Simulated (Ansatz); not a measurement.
```yaml
crystal:
  periodic: [false, false, false]
  atoms:
    - {symbol: Cl, position_ang: [0.779252, -0.351380, 1.440792]}
    - {symbol: In, position_ang: [-1.793632, -1.457368, 0.121255]}
    - {symbol: B, position_ang: [0.434488, 0.435721, -0.214113]}
    - {symbol: O, position_ang: [-0.621170, 0.048709, -0.861737]}
    - {symbol: H, position_ang: [1.250962, 1.250617, -0.527697]}
basis:
  gaussian: {orbitals: def2-SVP, point_charges: [{charge: -1.00, position_ang: [4.841, -0.665, 0.681]}]}
magnetization: {spin_polarized: true, initial_magnetization: 8}
hamiltonian: {xc: {name: LC-wPBE}}
output: {forces: true}
```

```sh
$ ansatz run in.yaml --threads 2 --pin off --events-out ev --progress --plain --max-ram 4352MiB
```

It prints (some lines left out):

```
Functional definition: LC-wPBE
866 factors; their error is unknown
263 factors; integrals over basis functions are off by at most 3.9e-5 eV
mean field evaluation 1: about -20387.7160 eV, gradient 4.6e1 eV
mean field evaluation 2: about -20326.3442 eV, gradient 1.1e2 eV
mean field evaluation 4: about -20403.3172 eV, gradient 8.8e0 eV
mean field evaluation 8: about -20404.4849 eV, gradient 1.3e0 eV
mean field evaluation 16: about -20404.5902 eV, gradient 6.5e-2 eV
mean field evaluation 32: about -20404.5940 eV, gradient 4.6e-4 eV
mean field -20404.59399015 eV, -749.8549984076 hartree, gradient 1.1e-5 eV, S^2 20.014171; 4 other end points of the search recorded, 0 dependent functions left out
reference -20404.59399016 eV, -749.8549984079 hartree; 30, 22 occupied and 47, 55 virtual orbitals, 866 factors
Total energy: -20404.59399016 eV, -749.8549984079 hartree
Atom 0 at     0.779252    -0.351380     1.440792 Å, force     1.814240     0.727913     0.076464 eV/Å
Atom 1 at    -1.793632    -1.457368     0.121255 Å, force    -4.110534    -3.963322     1.608614 eV/Å
Atom 2 at     0.434488     0.435721    -0.214113 Å, force     4.659445     0.817228     4.866780 eV/Å
Atom 3 at    -0.621170     0.048709    -0.861737 Å, force    -3.505372     1.200295    -6.244691 eV/Å
Atom 4 at     1.250962     1.250617    -0.527697 Å, force     1.574216     1.034160    -0.371247 eV/Å
Dipole moment:     2.508499     1.462637     0.372627 e Å
```

In this input the spin is set far too high for this molecule. The calculation finished and met its thresholds. The result belongs to that input, not to the molecule as meant.
